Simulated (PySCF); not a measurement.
**What an electron can do to SnCl**

CCSD(T) in PySCF with def2-TZVPPD on every atom (core potentials on Sn), for the lowest determinant that a PBE0 search found; no spin–orbit coupling.

```json
{"species": "SnCl", "state (unpaired electrons)": "doublet (π ↑)", "Re (Å)": "2.371", "ωe (cm⁻¹)": "350", "energy of the minimum from the neutral (eV)": "0.00", "De (eV)": "3.77", "dissociates to": "Sn + Cl"}
{"species": "SnCl⁺", "state (unpaired electrons)": "singlet (closed shell)", "Re (Å)": "2.262", "ωe (cm⁻¹)": "433", "energy of the minimum from the neutral (eV)": "6.95", "De (eV)": "4.08", "dissociates to": "Sn⁺ + Cl"}
{"species": "SnCl⁻", "state (unpaired electrons)": "triplet (π ↑↑)", "Re (Å)": "2.544", "ωe (cm⁻¹)": "245", "energy of the minimum from the neutral (eV)": "-1.43", "De (eV)": "1.75", "dissociates to": "Sn + Cl⁻"}
```

Work out the lowest energy to break SnCl into atoms, from its vibrational ground state.

D0 = De − ωe/2 = 3.77 − 0.02 = 3.75 eV (CCSD(T)/def2-TZVPPD).

Work out the ionisation energy of the Sn atom at this level and the threshold of dissociative ionisation.

IE(Sn) = 6.95 + 4.08 − 3.77 = 7.26 eV, so Sn⁺ + Cl + e⁻ appears at D0 + IE(Sn) = 11.01 eV (CCSD(T)/def2-TZVPPD). The measured IE(Sn) is 7.344 eV (NIST ASD).

Work out the electron affinity of the Cl atom and the threshold of dissociative attachment.

EA(Cl) = 3.77 − 1.75 − (-1.43) = 3.45 eV, so Sn + Cl⁻ needs D0 − EA(Cl) = 0.30 eV (CCSD(T)/def2-TZVPPD). The measured EA(Cl) is 3.613 eV.

At which energy does ion-pair formation open?

Sn⁺ + Cl⁻ lies at D0 + IE(Sn) − EA(Cl) = 7.56 eV (CCSD(T)/def2-TZVPPD).

These are thermodynamic thresholds; the onsets seen under electron impact lie higher where the geometry changes, and cross-sections peak well above them.

Correlated steps freeze 9 core orbitals. These are scalar-relativistic numbers at best; spin–orbit coupling would shift them, the dissociation energy most. For an ion De counts to the pair picked by the measured ionisation energies or electron affinities, which need not be the lowest pair at this level. Where the molecule has an RHF reference, its open-shell atoms are computed with UHF. States were picked by a PBE0 search and need not be the measured ground states.
